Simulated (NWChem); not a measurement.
Everything below was run with NWChem. System: CH3S, charge -1, spin multiplicity 1, at the geometry of a parent with another charge or spin, in a state set for the comparison that need not be this species' ground state.

Input file:

```
start mol
memory heap 200 mb stack 900 mb global 1100 mb
charge -1
geometry units angstroms nocenter noautoz noautosym
  C     -1.033350     0.470235     0.064768
  S      0.497951    -0.311638    -0.028602
  H     -1.911062    -0.175805     0.037741
  H     -1.132517     1.552008    -0.018366
  H      1.276456     0.788590     0.049649
end
basis spherical
  * library def2-tzvpd
end
dft
  xc xpbe96 cpbe96
  semidirect memsize 60000000 filesize 0
  iterations 100
end
task dft energy
```

The output up to the point where the run's verdict is printed (cleaned and shortened):

```
             Northwest Computational Chemistry Package (NWChem) 7.3.0
             --------------------------------------------------------

                                NWChem Input Module
                                -------------------

 Scaling coordinates for geometry "geometry" by  1.889725989
 (inverse scale =  0.529177249)

                             Geometry "geometry" -> ""
                             -------------------------

 Output coordinates in angstroms (scale by  1.889725989 to convert to a.u.)

  No.       Tag          Charge          X              Y              Z
 ---- ---------------- ---------- -------------- -------------- --------------
    1 C                    6.0000    -1.03335000     0.47023500     0.06476800
    2 S                   16.0000     0.49795100    -0.31163800    -0.02860200
    3 H                    1.0000    -1.91106200    -0.17580500     0.03774100
    4 H                    1.0000    -1.13251700     1.55200800    -0.01836600
    5 H                    1.0000     1.27645600     0.78859000     0.04964900

 Effective nuclear repulsion energy (a.u.)      50.5371023682

            Nuclear Dipole moment (a.u.)
            ----------------------------
        X                 Y               Z
 ---------------- ---------------- ----------------
    -0.0000132281    -0.0000094486    -0.0000000000


 Summary of "ao basis" -> "" (spherical)
 ------------------------------------------------------------------------------
       Tag                 Description            Shells   Functions and Types
 ---------------- ------------------------------  ------  ---------------------
 *                         def2-tzvpd                 on all atoms

  pbe96 is a nonlocal functional; adding pw91lda local functional.

                                 NWChem DFT Module
                                 -----------------

 Summary of "ao basis" -> "ao basis" (spherical)
 ------------------------------------------------------------------------------
       Tag                 Description            Shells   Functions and Types
 ---------------- ------------------------------  ------  ---------------------
[...]
 d= 0,ls=0.5,diis    52   -437.8224956502 -3.27D-08  2.79D-05  7.98D-07    24.5
 d= 0,ls=0.5,diis    53   -437.8224957226 -7.23D-08  2.81D-05  8.12D-07    25.0
 d= 0,ls=0.5,diis    54   -437.8224957916 -6.91D-08  2.52D-05  8.73D-07    25.4
 d= 0,ls=0.5,diis    55   -437.8224958944 -1.03D-07  2.71D-05  6.95D-07    25.8
 d= 0,ls=0.5,diis    56   -437.8224959584 -6.40D-08  2.30D-05  7.80D-07    26.3
 d= 0,ls=0.5,diis    57   -437.8224960798 -1.21D-07  1.84D-05  4.65D-07    26.7
 d= 0,ls=0.5,diis    58   -437.8224961969 -1.17D-07  2.05D-05  1.81D-07    27.2
 d= 0,ls=0.5,diis    59   -437.8224962700 -7.32D-08  2.21D-05  1.56D-07    27.6
 d= 0,ls=0.5,diis    60   -437.8224963290 -5.90D-08  2.54D-05  2.13D-07    28.0
 d= 0,ls=0.5,diis    61   -437.8224963645 -3.55D-08  2.29D-05  4.30D-07    28.5
 d= 0,ls=0.5,diis    62   -437.8224964224 -5.79D-08  2.79D-05  4.66D-07    28.9
 d= 0,ls=0.5,diis    63   -437.8224964274 -4.98D-09  2.07D-05  8.80D-07    29.4
 d= 0,ls=0.5,diis    64   -437.8224965357 -1.08D-07  1.86D-05  5.51D-07    29.9
 d= 0,ls=0.5,diis    65   -437.8224966421 -1.06D-07  2.50D-05  2.76D-07    30.3
 d= 0,ls=0.5,diis    66   -437.8224966720 -2.99D-08  1.70D-05  5.18D-07    30.8
 d= 0,ls=0.5,diis    67   -437.8224967786 -1.07D-07  3.02D-05  1.83D-07    31.2
 d= 0,ls=0.5,diis    68   -437.8224967604  1.82D-08  2.09D-05  7.63D-07    31.6
 d= 0,ls=0.5,diis    69   -437.8224968432 -8.28D-08  2.47D-05  5.49D-07    32.1
 d= 0,ls=0.5,diis    70   -437.8224968742 -3.10D-08  1.91D-05  7.49D-07    32.5
 d= 0,ls=0.5,diis    71   -437.8224969817 -1.08D-07  2.75D-05  4.14D-07    33.0
 d= 0,ls=0.5,diis    72   -437.8224969834 -1.72D-09  2.91D-05  8.24D-07    33.4
 d= 0,ls=0.5,diis    73   -437.8224969610  2.24D-08  2.01D-05  1.35D-06    33.8
 d= 0,ls=0.5,diis    74   -437.8224971060 -1.45D-07  1.60D-05  7.33D-07    34.3
 d= 0,ls=0.5,diis    75   -437.8224972576 -1.52D-07  1.81D-05  1.54D-07    34.7
 d= 0,ls=0.5,diis    76   -437.8224973195 -6.19D-08  2.01D-05  1.11D-07    35.2
 d= 0,ls=0.5,diis    77   -437.8224973651 -4.57D-08  2.79D-05  1.64D-07    35.6
 d= 0,ls=0.5,diis    78   -437.8224973520  1.32D-08  1.65D-05  6.34D-07    36.1
 d= 0,ls=0.5,diis    79   -437.8224974508 -9.88D-08  2.35D-05  2.69D-07    36.5
 d= 0,ls=0.5,diis    80   -437.8224974592 -8.43D-09  2.13D-05  5.65D-07    37.0
 d= 0,ls=0.5,diis    81   -437.8224974937 -3.46D-08  2.06D-05  6.56D-07    37.4
 d= 0,ls=0.5,diis    82   -437.8224975402 -4.64D-08  1.80D-05  6.62D-07    37.9
 d= 0,ls=0.5,diis    83   -437.8224976207 -8.05D-08  1.86D-05  4.56D-07    38.3
 d= 0,ls=0.5,diis    84   -437.8224976814 -6.08D-08  1.97D-05  3.87D-07    38.8
 d= 0,ls=0.5,diis    85   -437.8224977272 -4.58D-08  1.40D-05  4.07D-07    39.3
 d= 0,ls=0.5,diis    86   -437.8224978228 -9.55D-08  1.80D-05  8.63D-08    39.7
 d= 0,ls=0.5,diis    87   -437.8224978656 -4.28D-08  1.83D-05  1.07D-07    40.2
 d= 0,ls=0.5,diis    88   -437.8224979045 -3.89D-08  1.82D-05  1.47D-07    40.6
 d= 0,ls=0.5,diis    89   -437.8224979416 -3.71D-08  1.80D-05  1.89D-07    41.1
 d= 0,ls=0.5,diis    90   -437.8224979783 -3.67D-08  1.73D-05  2.27D-07    41.5
 d= 0,ls=0.5,diis    91   -437.8224980191 -4.08D-08  1.76D-05  2.34D-07    42.0
 d= 0,ls=0.5,diis    92   -437.8224980576 -3.85D-08  1.92D-05  2.49D-07    42.4
 d= 0,ls=0.5,diis    93   -437.8224980818 -2.42D-08  1.74D-05  3.65D-07    42.8
 d= 0,ls=0.5,diis    94   -437.8224981288 -4.70D-08  1.59D-05  3.15D-07    43.3
 d= 0,ls=0.5,diis    95   -437.8224981879 -5.90D-08  1.39D-05  1.89D-07    43.7
 d= 0,ls=0.5,diis    96   -437.8224982451 -5.73D-08  1.40D-05  7.25D-08    44.2
 d= 0,ls=0.5,diis    97   -437.8224982874 -4.23D-08  1.77D-05  4.06D-08    44.6
 d= 0,ls=0.5,diis    98   -437.8224983210 -3.36D-08  2.19D-05  7.41D-08    45.0
 d= 0,ls=0.5,diis    99   -437.8224983293 -8.35D-09  1.63D-05  2.92D-07    45.5
 d= 0,ls=0.5,diis   100   -437.8224983754 -4.60D-08  2.69D-05  2.10D-07    45.9
```

The run did not converge; its last values are not results. The next line reads: Calculation failed to converge. NWChem stopped with the message: dft energy failed.
